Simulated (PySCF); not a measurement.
Work out the structure from these simulated measurements.

Formula: C6H16NPSi.

| Property | Result |
| --- | --- |
| Polarisability | 131.6 au [wB97X-D/def2-SVPD] |
| 13C NMR | chemical shifts (computed TMS as zero) by class: 55.5 (1 C), 50.7 (1 C), 38.9 (1 C), 38.0 (1 C), 18.3 (1 C), -0.5 (1 C) ppm [GIAO CAM-B3LYP/pcSseg-1] |
| 1H NMR | chemical shifts (computed TMS as zero) by class: 5.26 (1 H), 3.09 (1 H), 2.91 (1 H), 2.85 (1 H), 2.29 (1 H), 1.87 (1 H), 1.60 (1 H), 1.22 (2 H), 1.09 (1 H), 1.03 (3 H), 0.36 (3 H) ppm [GIAO CAM-B3LYP/pcSseg-1] |
| XPS | Si2p3/2 106.2, P2p3/2 135.6, C1s 290.0, C1s 290.4, C1s 290.5, C1s 290.6, C1s 291.0, C1s 291.1, N1s 403.7, Si1s 1846.1, P1s 2149.1 eV [ΔSCF SCAN, pcX-2 on the ionised atom, pcseg-1 elsewhere, spin-free X2C, 2p3/2 from a spin–orbit splitting computed afterwards within the 2p shell] |
| UV, strongest line | among the 10 lowest singlet transitions: S9 at 7.34 eV (169 nm, f = 0.158) [TDDFT wB97X-D/def2-SVPD] |
| Rotational structure | rotational constants A, B, C: 1.810, 0.628, 0.592 GHz [PBE0-D3(BJ)/def2-SVP] |

The electronic properties come from PySCF, for the isolated species, density fitting. Levels stand in brackets. Isolated species at its PBE0-D3(BJ)/def2-SVP geometry (one conformer only). NMR values are class means; diastereotopic atoms form classes of their own.

Question: What is the compound? Reason from the data.

Answer: Numbering: `[CH3:1][C@@H:2]1[CH2:3][CH2:4][N:5]([Si@@H:6]([CH3:7])[PH2:8])[CH2:9]1`. 6 carbons fall into 6 classes; from least to most shielded: ring sp3 carbon bound to nitrogen [C9] (55.5 ppm), ring sp3 carbon bound to nitrogen [C4] (50.7 ppm), ring CH2 carbon [C3] (38.9 ppm), sp3 CH carbon [C2] (38.0 ppm), methyl carbon [C1] (18.3 ppm), Si-methyl carbon [C7] (-0.5 ppm). Hydrogen classes from least to most shielded: 1 H on an SiH silicon, Si6 (5.26 ppm), 1 H on an sp3 carbon bound to nitrogen, C4 (3.09 ppm), 1 H on an sp3 carbon bound to nitrogen, C9 (2.91 ppm), 1 H on an sp3 carbon bound to nitrogen, C4 (2.85 ppm), 1 H on an sp3 carbon bound to nitrogen, C9 (2.29 ppm), 1 H on an sp3 CH carbon, C2 (1.87 ppm), 1 H on a ring CH2 carbon, C3 (1.60 ppm), 2 H on a three-coordinate phosphorus, P8 (1.22 ppm, a mean of values up to 0.5 ppm apart in this geometry), 1 H on a ring CH2 carbon, C3 (1.09 ppm), 3 H on a methyl carbon, C1 (1.03 ppm, a mean of values up to 0.6 ppm apart in this geometry), 3 H on an Si-methyl carbon, C7 (0.36 ppm). The core levels belong to: Si2p3/2 106.2 eV, SiH silicon [Si6]; P2p3/2 135.6 eV, three-coordinate phosphorus [P8]; C1s 290.0 eV, Si-methyl carbon [C7]; C1s 290.4 eV, ring CH2 carbon [C3]; C1s 290.5 eV, sp3 CH carbon [C2]; C1s 290.6 eV, methyl carbon [C1]; C1s 291.0 eV, sp3 carbon bound to nitrogen [C9]; C1s 291.1 eV, sp3 carbon bound to nitrogen [C4]; N1s 403.7 eV, silicon-bound nitrogen [N5]; Si1s 1846.1 eV, SiH silicon [Si6]; P1s 2149.1 eV, three-coordinate phosphorus [P8]. The optimised geometry has point group C1 and is an asymmetric top. Structure: `C1CN(C[C@@H]1C)[Si@H](P)C`. The assignments are read from this structure; whether some other isomer fits the data as well wasn't checked. The mirror image fits equally.
